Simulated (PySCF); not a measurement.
Radial density of Br⁺ (bromine, charge +1)

UHF, [Ar] 3d10 4s2 4p4, high-spin 3P determinant. Computed with PySCF 2.14 in x2c-QZVPPall with one added diffuse shell each of s, p, d, f type (12s9p6d5f1g, 113 functions), with the spin-free X2C one-electron Hamiltonian (Gaussian nucleus).

```json
{"r (bohr)": "0.000741", "4πr²ρ (e/bohr)": "0.3442", "4πr²(ρα − ρβ)": "0.0000"}
{"r (bohr)": "0.00125", "4πr²ρ (e/bohr)": "0.8541", "4πr²(ρα − ρβ)": "0.0000"}
{"r (bohr)": "0.00210", "4πr²ρ (e/bohr)": "2.074", "4πr²(ρα − ρβ)": "0.0000"}
{"r (bohr)": "0.00353", "4πr²ρ (e/bohr)": "4.866", "4πr²(ρα − ρβ)": "0.0000"}
{"r (bohr)": "0.00593", "4πr²ρ (e/bohr)": "10.72", "4πr²(ρα − ρβ)": "0.0000"}
{"r (bohr)": "0.00998", "4πr²ρ (e/bohr)": "21.25", "4πr²(ρα − ρβ)": "0.0002"}
{"r (bohr)": "0.0168", "4πr²ρ (e/bohr)": "35.15", "4πr²(ρα − ρβ)": "0.0019"}
{"r (bohr)": "0.0282", "4πr²ρ (e/bohr)": "43.51", "4πr²(ρα − ρβ)": "0.0103"}
{"r (bohr)": "0.0475", "4πr²ρ (e/bohr)": "38.00", "4πr²(ρα − ρβ)": "0.0402"}
{"r (bohr)": "0.0799", "4πr²ρ (e/bohr)": "38.62", "4πr²(ρα − ρβ)": "0.0928"}
{"r (bohr)": "0.134", "4πr²ρ (e/bohr)": "51.66", "4πr²(ρα − ρβ)": "0.0636"}
{"r (bohr)": "0.226", "4πr²ρ (e/bohr)": "32.94", "4πr²(ρα − ρβ)": "-0.0065"}
{"r (bohr)": "0.380", "4πr²ρ (e/bohr)": "32.98", "4πr²(ρα − ρβ)": "0.2186"}
{"r (bohr)": "0.640", "4πr²ρ (e/bohr)": "24.94", "4πr²(ρα − ρβ)": "-0.0035"}
{"r (bohr)": "1.08", "4πr²ρ (e/bohr)": "6.073", "4πr²(ρα − ρβ)": "0.6057"}
{"r (bohr)": "1.81", "4πr²ρ (e/bohr)": "3.698", "4πr²(ρα − ρβ)": "1.2384"}
{"r (bohr)": "3.04", "4πr²ρ (e/bohr)": "0.7219", "4πr²(ρα − ρβ)": "0.2751"}
{"r (bohr)": "5.12", "4πr²ρ (e/bohr)": "0.01419", "4πr²(ρα − ρβ)": "0.0042"}
```

Densities and radii are taken from the X2C orbitals without a picture-change correction, which distorts them close to the nucleus.

Task: Where is the radial spin density 4πr²(ρα − ρβ) most negative, and why is it negative at all?

Result: Around r = 0.226 bohr, down to -0.0065 e/bohr: exchange with the open shell polarises the paired shells in an unrestricted calculation.
